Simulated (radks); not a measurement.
Initial-state core-level shifts of the tellurium ion Te2+ when its valence configuration changes from [Kr] 4d10 5s2 5p2. Calculated with a radial shooting solver on a logarithmic mesh with Libxc functionals: Dirac Kohn-Sham, LDA (Slater exchange, Perdew-Wang correlation), spin-unpolarised, spherical densities, finite nucleus; open shells are shared between the two j in proportion to 2j + 1; Fermi nuclear charge, rms radius 4.7423 fm. Shifts are changes of the shell-averaged eigenvalues in eV (positive: less bound); the change of the density at the nucleus, which sets a Mossbauer isomer shift, is in e/bohr^3, on a base of 2.27e+05.

| valence | 1s | 2s | 2p | 3s | density at nucleus |
|---|---|---|---|---|---|
| 4d10 5s1 5p3 | -1.428 | -1.405 | -1.397 | -1.425 | -66.96 |
| 4d8 5s2 5p4 | -18.915 | -20.083 | -20.011 | -19.018 | +51.72 |
| 4d9 5s2 5p3 | -9.347 | -9.901 | -9.866 | -9.414 | +25.26 |
| 4d10 5p4 | -2.816 | -2.770 | -2.755 | -2.813 | -136.61 |
| 4d9 5s1 5p4 | -10.704 | -11.241 | -11.197 | -10.774 | -48.25 |
| 4d9 5p5 | -12.025 | -12.548 | -12.495 | -12.102 | -124.34 |
| 4d8 5p6 | -21.472 | -22.623 | -22.529 | -21.599 | -110.81 |
| 4d10 5s1.5 5p2.5 | -0.719 | -0.707 | -0.704 | -0.717 | -33.14 |
| 4d8.5 5s1.5 5p4 | -14.769 | -15.616 | -15.559 | -14.862 | +0.27 |
